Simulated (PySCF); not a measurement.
# Structure elucidation problem

An unknown has the formula CH$_{9}$NO$_{2}$Si$_{3}$. Its calculated NMR data are:

¹H NMR (300 MHz, computed): δ 7.01 (br s, 1H), 5.03 (s, 2H), 4.85 (s, 6H).

¹³C{¹H} NMR (computed): δ 189.4 (C).

No relativistic terms, rapidly exchanging positions averaged, no solvent model, one computed conformer. GFN2-xTB geometry; GIAO PBE0/pcSseg-1 shieldings; PySCF 2.14.

Referencing at the same level of theory: ¹H and ¹³C vs TMS.

Propose a structure and justify it.

## Answers


The formula gives 1 degree of unsaturation (no ring in the answer). Carbon types of the structure: 1 × C, leaving 9 H on heteroatoms. δC 189.4: carbonyl carbon. δH 7.01: hydrogen on an acid hydroxyl oxygen; exchangeable; this is the value without hydrogen bonding to other molecules. δH 5.03: hydrogen on a silicon bonded to C, N. δH 4.85: hydrogen on a silicon bonded to N.

The compound is SMILES OC(=O)[SiH2]N([SiH3])[SiH3].

This is the structure that produced the data.

OH and NH positions are those of a molecule without intermolecular hydrogen bonds; in solution they move with solvent, concentration and temperature, and exchange usually removes their couplings. Shifts are as computed. Against solution values, carbons near 30 ppm lie about +3 ppm off and those near 130 ppm about +5 ppm. Of 1211 compounds with measured shifts, 218 miss one by over three times the rms of a fit or turn the order of signals round; such compounds aren't used in these exercises. Hydrogen bonding in solution deshields acid and N–H amide carbonyl carbons by as much as 10 ppm beyond these values. No couplings were computed; multiplicities are counted from neighbouring protons, with m where these are inequivalent, close in shift, in a saturated or five-membered ring or joined by F or P, and br s for small geminal =CH2 splittings.
